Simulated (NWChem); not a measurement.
GaH₃; SMILES [GaH3]

```xyz
4

Ga     0.0000     0.0000     0.0000
H      1.1176     1.1176     0.0000
H      0.4091    -1.5267     0.0000
H     -1.5267     0.4091     0.0000
```
Atoms are numbered in this order, from 1.

Structure relaxed at the PBE-D3(BJ)/def2-SVP level.

Problem. List the 6 lowest vertical singlet excitations and the 6 lowest triplet ones from CAM-B3LYP/aug-cc-pVDZ, full TDDFT (NWChem).

Solution. 
```
state  energy (eV)  oscillator strength  leading excitation (squared amplitude)
-----  -----------  -------------------  --------------------------------------
S1            5.17                0.000                      HOMO → LUMO (0.97)
S2            5.17                0.000                    HOMO−1 → LUMO (0.97)
S3            7.85                0.211                  HOMO−1 → LUMO+1 (0.85)
S4            7.85                0.211                    HOMO → LUMO+1 (0.85)
S5            8.38                0.000                  HOMO−1 → LUMO+2 (0.30)
S6            8.63                0.007                  HOMO−1 → LUMO+5 (0.40)
T1            4.65       spin-forbidden                      HOMO → LUMO (0.95)
T2            4.65       spin-forbidden                    HOMO−1 → LUMO (0.95)
T3            6.86       spin-forbidden                  HOMO−1 → LUMO+5 (0.40)
T4            6.86       spin-forbidden                    HOMO → LUMO+5 (0.40)
T5            7.98       spin-forbidden                  HOMO−1 → LUMO+1 (0.47)
T6            7.98       spin-forbidden                    HOMO → LUMO+1 (0.47)
```
